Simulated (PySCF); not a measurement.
Electron correlation in F (fluorine, neutral)

[He] 2s2 2p5, 2P determinant. Computed with PySCF 2.14 in def2-TZVP (5s3p2d1f, 31 functions), with the non-relativistic Hamiltonian (point nucleus). Frozen: 1s2; 7 electrons correlated.

MP2 pair energies summed by pair of shells (mhartree):

```
 pair   energy  share (%)
2p-2p  -121.89       61.6
2s-2p   -66.00       33.4
2s-2s    -9.90        5.0
```

Total MP2 correlation energy: -197.79 mhartree.

Same-spin part -47.88 and opposite-spin part -149.91 mhartree; SCS-MP2 scales them by 1/3 and 6/5 to -195.85 mhartree.

```
  level  correlation energy (mhartree)
   CCSD                        -209.82
    (T)                          -3.43
CCSD(T)                        -213.25
```

Diagnostics: T1 = 0.0062, D1 = 0.0107, largest double amplitude 0.036.

Cost of the coupled-cluster step: 0.23 s of wall time on 1 thread of Intel(R) Xeon(R) 6975P-C (shared host), for 7 correlated electrons.
